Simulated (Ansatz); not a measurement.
Cl2H2S2Ti (`[SH][Ti]([SH])([Cl])[Cl]`), 7 atoms. The species carries charge 0 and has multiplicity 1. Correlated methods include outer-core shells of Ti, which these sets cover unevenly. Scalar relativity is left out up to krypton. All runs use 4 threads of an Arm Neoverse V1 on a shared host. Correlated methods freeze the cores.

Question: Give the basis size and wall time and peak host memory of each of these runs in Ansatz. RKS B97M-V/def2-TZVPP energy; RKS B2PLYP (frozen core)/def2-TZVPP energy; RKS PBE0-D4/def2-QZVPP energy; RHF-MP2/def2-QZVPP energy; RHF-CCSD(T)/def2-SVP energy; direct RPA on PBE orbitals/def2-TZVPP energy; RKS ωB97M-V/def2-SVP energy; RKS ωB97M-V/def2-QZVPP energy; RKS PBE0-D4/def2-SVP energy; RKS PBE0-D4/def2-TZVP frequencies; RKS B3LYP-D4/def2-TZVPP energy and forces; RKS r2SCANh-D4/def2-TZVPP energy. (Best estimate.)

Answer: Computed: Other jobs shared the machine, so times are rough.

```csv
level,job,functions,wall time,peak host memory (GiB)
RKS PBE0-D4/def2-SVP,energy,113,2 s,0.48
direct RPA on PBE orbitals/def2-TZVPP,energy,260,7.5 s,0.65
RHF-CCSD(T)/def2-SVP,energy,113,8.5 s,0.49
RKS B3LYP-D4/def2-TZVPP,energy and forces,260,9 s,1.1
RKS ωB97M-V/def2-SVP,energy,113,9.5 s,0.48
RKS B2PLYP (frozen core)/def2-TZVPP,energy,260,9.5 s,0.79
RKS r2SCANh-D4/def2-TZVPP,energy,260,11 s,1.1
RKS B97M-V/def2-TZVPP,energy,260,14 s,0.6
RKS PBE0-D4/def2-QZVPP,energy,433,15 s,2.3
RHF-MP2/def2-QZVPP,energy,433,24 s,2.4
RKS ωB97M-V/def2-QZVPP,energy,433,33 s,2.6
RKS PBE0-D4/def2-TZVP,frequencies,205,2.8 min,0.77
```

B3LYP here is the variant with VWN-RPA as its local correlation; programs differ in this.
